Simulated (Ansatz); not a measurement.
Reaction (ligand exchange at the Si–C bond): `[SiH3]C[SiH2]Br` + `O=C[SiH](O)Cl` → `O=C[SiH](Cl)O[SiH3]` + `C[SiH2]Br`

Gas-phase electronic energies from Ansatz, PBE0-D4/def2-TZVP geometries. CCSD(T)/CBS is the MP2 limit (def2-TZVPP, def2-QZVPP) plus CCSD(T) − MP2 in def2-TZVPP, frozen cores. Functionals use def2-TZVPP. B3LYP here is the variant with VWN-RPA as its local correlation; programs differ in this. For Br outer-core shells are correlated without core-valence functions, which leaves a few kJ/mol of doubt a bond. Scalar relativity is left out up to krypton. Each species was taken in one conformer, which may not be the lowest.

Task: Is it downhill or uphill in electronic energy at CCSD(T)/CBS, and by how much? (Best estimate.)

Result: Computed: Downhill: ΔE = -1.04 eV.

Task: What do these levels give: PBE-D4, PBE0-D4, B3LYP-D4, SCS-MP2/def2-TZVPP, CCSD/def2-TZVPP, SCS-MP2/def2-QZVPP? (Best estimate.)

Result: Computed: PBE-D4 -0.89, PBE0-D4 -0.94, B3LYP-D4 -1.09, SCS-MP2/def2-TZVPP -1.10, CCSD/def2-TZVPP -1.07, SCS-MP2/def2-QZVPP -1.11 eV.

Largest T1 diagnostic among the species: 0.014.

In def2-TZVPP, CCSD(T) changes the Hartree–Fock value by +0.24 eV (the triples alone add +0.03 eV) and MP2 by +0.23 eV. From PBE to PBE0 (25 % exact exchange), in def2-TZVPP and without D4, ΔE moves by −0.06 eV.
